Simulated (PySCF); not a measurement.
H4Pb, SMILES [PbH4].

Coordinates come from a PBE0-D3(BJ)/def2-TZVPD optimisation. The def2 effective core potentials stand for the cores of Pb; spin–orbit coupling is left out.

These are PySCF with PBE/def2-TZVPD values and carry that method's errors.

Problem. Estimate the frontier levels, gap, dipole moment and polarisability. (The exact figures need the calculation; the answer reports its results.)

Solution. 
```json
{
 "highest_occupied_level": "-7.74 eV",
 "lowest_empty_level": "-1.54 eV",
 "orbital_gap": "6.20 eV",
 "dipole_moment": "0.00 D",
 "quadrupole, principal values (traceless, Buckingham form, about the centre of nuclear charge)": "0.00, 0.00, 0.00 D·Å",
 "mean_static_polarisability": "52.1 bohr³ (7.72 Å³)",
 "polarisability_principal_values": "52.1, 52.1, 52.1 bohr³"
}
```
